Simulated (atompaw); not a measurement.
**Cutoff test, Ti (Z = 22), PAW (atompaw)**

titanium (Ti), PAW, made with atompaw 4.2.0.5 (PBE, scalar-relativistic). Core [Ar], reference 3d2 4s1.5 4p0.5. Waves: 4s (bound): rc 3.00 bohr; 4s channel at 0.9 Ry: rc 3.00 bohr; 4p (bound): rc 3.00 bohr; 4p channel at 1.85 Ry: rc 3.00 bohr; 3d (bound): rc 2.70 bohr; 3d channel at 1.05 Ry: rc 3.00 bohr; 4f channel at 0.05 Ry: rc 3.00 bohr; 4f channel at 2.35 Ry: rc 3.00 bohr. Local part: troulliermartins scheme with l = 4 at 1 Ry, radius 2.25 bohr. Core correction: smooth core density matched at 2.50 bohr. Augmentation charge: besselshape compensation charge, radius 2.20 bohr; PAW radius 3.00 bohr; waves and projectors: custom polynom2 7 10 vanderbiltortho.

The pseudo-atom Hamiltonian at the reference potential is diagonalised in spherical Bessel functions j_l(qr) that vanish at 20 bohr, with q² up to the cutoff. All-electron valence levels (Ry): 4s -0.3576, 4p -0.1314, 3d -0.3595.

Question: How do the lowest levels (Ry) of each channel move with the cutoff, and are there ghosts?

Answer:

```
cutoff (Ry)     s #1     s #2     p #1     d #1    d #2    f #1    f #2  Σ f·Δε (mRy)
          8  -0.3574  -0.0154  -0.1313  -0.3236  0.0340  0.0900  0.2078          72.0
         12  -0.3575  -0.0154  -0.1313  -0.3503  0.0335  0.0900  0.2077          18.3
         18  -0.3575  -0.0154  -0.1314  -0.3567  0.0334  0.0900  0.2077           5.6
         30  -0.3576  -0.0154  -0.1314  -0.3588  0.0334  0.0900  0.2077           1.3
         40  -0.3576  -0.0154  -0.1314  -0.3592  0.0334  0.0900  0.2077           0.6
         50  -0.3576  -0.0154  -0.1314  -0.3593  0.0334  0.0900  0.2077           0.4
        400  -0.3576  -0.0154  -0.1314  -0.3595  0.0334  0.0900  0.2077           0.0
```

Result: no extra level below or beside the all-electron valence levels (s, p, d, f tested); 10 mRy is reached at 15 Ry and 1 mRy at 40 Ry.
